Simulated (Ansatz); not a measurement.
Species: CHF₃Se, SMILES `FC(F)(F)[SeH]` (charge 0, multiplicity 1), formula CHF$_{3}$Se.

Problem. How many basis functions does frozen-core CCSD(T)/def2-TZVPP // B3LYP-D3(BJ)/def2-TZVP in Ansatz (a program for electronic structure) use, how many core orbitals are frozen, and how many electrons are correlated?

Solution. 186 basis functions and 13 frozen orbitals, which leaves 42 correlated electrons (filled d shells below the valence shell are correlated). Core time is of the order of minutes.
